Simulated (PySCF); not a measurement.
**How methods differ on the ionisation energy of Zr+**

Zr+ [Kr] 4d2 5s1 (4F) → Zr(2+) [Kr] 4d2 (3F), as a difference of total energies. Calculation: PySCF 2.14, in aug-cc-pVDZ-PP with ECP28MDF (5s5p4d2f, 54 functions); scalar relativity through the core potential. Correlated levels: valence: 4s2 4p6 frozen. The calculations carry no spin-orbit coupling.

```
           method  ionisation energy (eV)  difference from reference (eV)
              UHF                  12.254                          -0.876
            B3LYP                  13.278                          +0.148
            M06-L                  12.301                          -0.829
    MP2 (valence)                  12.442                          -0.688
SCS-MP2 (valence)                  12.317                          -0.813
```

Reference: 13.13 eV (measured; NIST Atomic Spectra Database, ionization energies).

The reference lies between the lowest fine-structure levels, while these numbers refer to the centres of the terms.

Errors of the correlated levels include the incompleteness of this basis and the frozen core.
